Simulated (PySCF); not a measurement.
O²⁺: ionisation energy

O²⁺ [He] 2s2 2p2 (3P) → O³⁺ [He] 2s2 2p1 (2P), as a difference of total energies. Calculation: PySCF 2.14, in x2c-TZVPPall (5s3p2d1f, 31 functions); the spin-free X2C one-electron Hamiltonian (Gaussian nucleus). Correlated levels: valence: 1s2 frozen. The calculations carry no spin-orbit coupling.

| method | ionisation energy (eV) |
| --- | --- |
| UHF | 54.601 |
| MP2 (valence) | 54.966 |
| CCSD(T) (valence) | 54.760 |
| CCSDT (valence) | 54.761 |

**Question.** Estimate what CCSD (valence) gives.

**Answer.** 54.750 eV, closest to CCSD(T) (valence) among the rows shown.

**Question.** Estimate what SCS-MP2 (valence) gives.

**Answer.** 54.827 eV, closest to CCSDT (valence) among the rows shown.

A first-order spin-orbit estimate (lowest level to lowest level, LS coupling) adds -0.005 eV.

Errors of the correlated levels include the incompleteness of this basis and the frozen core.

For comparison: 54.936 eV (semi-empirical (NIST evaluation); NIST Atomic Spectra Database, ionization energies).
